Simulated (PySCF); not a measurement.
Two-dimensional NMR puzzle

Compound of formula C₇H₁₀OSi. Correlations simulated from computed shifts and the bond graph:

HSQC (one-bond C–H):
```csv
δH,δC
7.76,150.9
7.36,128.0
5.67,116.3
5.32,116.3
2.13,23.7
```

COSY cross peaks (H two or three bonds apart, from the bond graph; peaks can be absent where the dihedral angle is near 90°):
```csv
δH,δH
5.67,5.32
```

HMBC (two and three bonds, from the bond graph):
```csv
δH,δC
7.76,"154.3, 141.9, 134.4, 128.0"
7.36,"154.3, 150.9, 141.9, 134.4"
5.67,"141.9, 134.4, 23.7"
5.32,"141.9, 134.4, 23.7"
4.45,"154.3, 128.0"
2.13,"141.9, 134.4, 116.3"
```

Carbons without hydrogens: δ 154.3, 141.9, 134.4.

Computational details: shieldings: GIAO PBE0/pcSseg-1, GFN2-xTB geometry, in PySCF 2.14 (non-relativistic, one conformer, no solvent, fast rotation and ring inversion assumed for equivalent nuclei).

Scale: TMS for ¹H, ¹³C (reference shieldings calculated alike).

Exchangeable hydrogens are left out of these lists.

Problem. Work out the connectivity.

Solution. SMILES C=C(C)c1coc([SiH3])c1.

Atoms are numbered as in `[CH2:1]=[C:2]([CH3:3])[c:4]1[cH:5][o:6][c:7]([SiH3:8])[cH:9]1`. Each H is labelled by its parent atom. Ha(C1) is cis to C3; Hb(C1) is trans to C3.

1. δC 154.3 is C7, a substituted aromatic carbon next to the ring oxygen.
2. δC 150.9 is C5, an aromatic CH next to the ring oxygen (δH 7.76).
3. δC 141.9 is C2, a fully substituted alkene carbon.
4. δC 134.4 is C4, a substituted aromatic carbon.
5. δC 128.0 is C9, an aromatic CH (δH 7.36).
6. δC 116.3 is C1, a terminal =CH2 carbon (δH 5.67, 5.32).
7. δC 23.7 is C3, an allylic methyl carbon (δH 2.13).
8. HMBC from δH 7.76 reaches the proton-free carbons C7, C2, C4.
9. HMBC from δH 7.36 reaches the proton-free carbons C7, C2, C4.
10. HMBC from δH 5.67 reaches the proton-free carbons C2, C4.
11. HMBC from δH 5.32 reaches the proton-free carbons C2, C4.
12. COSY links 5.67–5.32.

The shifts were computed for this structure.

Shifts are as computed. Against solution values, carbons near 30 ppm lie about +3 ppm off and those near 130 ppm about +5 ppm. Of 1211 compounds with measured shifts, 218 miss one by over three times the rms of a fit or turn the order of signals round; such compounds aren't used in these exercises.
